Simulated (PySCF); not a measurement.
**From computed data to an observable: refractive index and permittivity of the vapour**

H₂O₂Sn, SMILES [OH][Sn][OH] (connectivity only; charge and spin as stated), neutral, multiplicity 1.

Geometry optimised at B3LYP-D3(BJ)/def2-TZVP. The def2 effective core potentials stand for the cores of Sn; spin–orbit coupling is left out. Other conformers were not sampled.

PBE0/def2-TZVPD (PySCF) gives a mean static polarisability of 50.8 bohr³ and a dipole moment of 2.60 D. Take an ideal gas at 298.15 K and 1 bar, whether or not the substance is that volatile.

Work out n − 1 in the optical limit and the static ε − 1.


Polarisability volume α' = 50.8 × 0.148185 = 7.53 Å³. Number density N = p/kT = 2.43e-5 Å⁻³.
Dilute limit of Lorentz–Lorenz: n − 1 = 2π N α' = 0.0011.
Orientation term of Debye: μ²/(3kT) = 8.098 Å³ × μ²(D²) = 54.74 Å³.
ε − 1 = 4π N (α' + μ²/3kT) = 0.019. Orientation of the dipole supplies 88 % of the static response; it can't follow optical fields. Vibrational polarisation and dispersion are left out.
